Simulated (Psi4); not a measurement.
CF₄ (SMILES FC(F)(F)F), singlet, at a GFN2-xTB geometry. Base run: R2SCAN/STO-3G (Psi4).

Input for Psi4:
```
memory 2 GB

molecule mol {
0 1
  C     0.000000    0.000000   -0.000000
  F     0.761567    0.766691    0.747684
  F    -0.749402   -0.756914    0.769615
  F    -0.767915    0.750644   -0.757410
  F     0.755750   -0.760420   -0.759889
}

set basis sto-3g
set reference rks

energy('r2scan')
print_variables()
```

Variants of this job, named by their change:

| change | ΔE vs base (µEh) | SCF cycles | grid points | basis functions |
|---|---|---|---|---|
| base | 0.0 | 5 | 106436 | 25 |
| dft_pruning_scheme = treutler | 91.4 | 5 | 58246 | 25 |
| guess = sap | 0.0 | 5 | 106436 | 25 |
| level_shift = 1.0 | 0.0 | 5 | 106436 | 25 |
| dft_radial_points = 35 | 2032 | 5 | 50846 | 25 |
| damping_percentage = 20 | 1.5 | 12 | 106436 | 25 |
| d_convergence = 1e-8 | 0.0 | 7 | 106436 | 25 |
| guess = sadno | 0.0 | 7 | 106436 | 25 |
| scf_type = pk | 2045 | 5 | 106436 | 25 |
| puream = false | 240 | 5 | 106436 | 25 |
| dft_spherical_points = 434 | -5.2 | 5 | 152874 | 25 |
| scf_type = dfdirj+cosx | 0.0 | 6 | 106436 | 25 |
| damping_percentage = 50 | -0.2 | 51 | 106436 | 25 |
